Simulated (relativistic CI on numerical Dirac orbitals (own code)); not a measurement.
Nd⁵⁹⁺: computed level list

Computed by Dirac equation for one electron, model QED (radiative potential, 1s self-energy scaled to tabulated hydrogen-like ionisation energies) (own radial code, finite nucleus).

Configurations in the expansion: 1s, 2s, 2p, 3s, 3p, 3d, 4s, 4p, 4d, 4f, 5s, 5p, 5d, 5f, 5g, 6s, 6p, 6d. Levels of other configurations are missing.

The lowest level is 1s ²S1/2, with 100 % of that term; Hund's rules for 1s give ²S with J = 1/2, in agreement.

| No. | Configuration | Term | J | E (eV) | % | Landé g | Lifetime (s) |
| --- | --- | --- | --- | --- | --- | --- | --- |
| 1 | 1s | ²S | 1/2 | 0.0 | 100 | 1.868 |  |
| 2 | 2p | ²P° | 1/2 | 38453.5 | 100 | 0.632 | 1.20e-16 |
| 3 | 2s | ²S | 1/2 | 38464.1 | 100 | 1.968 |  |
| 4 | 2p | ²P° | 3/2 | 39121.9 | 100 | 1.308 | 1.29e-16 |
| 5 | 3p | ²P° | 1/2 | 45786.0 | 100 | 0.651 | 4.13e-16 |
| 6 | 3s | ²S | 1/2 | 45789.1 | 100 | 1.987 | 8.38e-15 |
| 7 | 3d | ²D | 3/2 | 45984.3 | 100 | 0.788 | 1.08e-15 |
| 8 | 3p | ²P° | 3/2 | 45984.7 | 100 | 1.323 | 4.17e-16 |
| 9 | 3d | ²D | 5/2 | 46044.4 | 100 | 1.189 | 1.17e-15 |
| 10 | 4p | ²P° | 1/2 | 48324.2 | 100 | 0.658 | 9.83e-16 |
| 11 | 4s | ²S | 1/2 | 48325.5 | 100 | 1.994 | 1.24e-14 |
| 12 | 4d | ²D | 3/2 | 48407.5 | 100 | 0.793 | 2.48e-15 |
| 13 | 4p | ²P° | 3/2 | 48407.7 | 100 | 1.328 | 9.71e-16 |
| 14 | 4f | ²F° | 5/2 | 48432.9 | 100 | 0.851 | 5.38e-15 |
| 15 | 4d | ²D | 5/2 | 48433.0 | 100 | 1.194 | 2.69e-15 |
| 16 | 4f | ²F° | 7/2 | 48445.3 | 100 | 1.137 | 5.51e-15 |
| 17 | 5p | ²P° | 1/2 | 49487.2 | 100 | 0.661 | 1.92e-15 |
| 18 | 5s | ²S | 1/2 | 49487.9 | 100 | 1.997 | 1.96e-14 |
| 19 | 5d | ²D | 3/2 | 49529.7 | 100 | 0.795 | 4.75e-15 |
| 20 | 5p | ²P° | 3/2 | 49529.8 | 100 | 1.330 | 1.87e-15 |
| 21 | 5f | ²F° | 5/2 | 49542.7 | 100 | 0.853 | 1.03e-14 |
| 22 | 5d | ²D | 5/2 | 49542.7 | 100 | 1.196 | 5.15e-15 |
| 23 | 5g | ²G | 7/2 | 49549.0 | 100 | 0.885 | 1.78e-14 |
| 24 | 5f | ²F° | 7/2 | 49549.0 | 100 | 1.139 | 1.06e-14 |
| 25 | 5g | ²G | 9/2 | 49552.8 | 100 | 1.107 | 1.80e-14 |
| 26 | 6p | ²P° | 1/2 | 50114.1 | 100 | 0.662 | 3.32e-15 |
| 27 | 6s | ²S | 1/2 | 50114.5 | 100 | 1.999 | 3.03e-14 |
| 28 | 6d | ²D | 3/2 | 50138.6 | 100 | 0.797 | 8.09e-15 |
| 29 | 6p | ²P° | 3/2 | 50138.6 | 100 | 1.331 | 3.21e-15 |
| 30 | 6d | ²D | 5/2 | 50146.1 | 100 | 1.198 | 8.78e-15 |

Energies count from the lowest computed level; ° marks odd parity; lifetimes are radiative, by E1, M1, E2, M2 decay to levels of this space only; some are left blank where a channel outside the calculation adds to the decay or the decay crosses a small, uncertain gap.
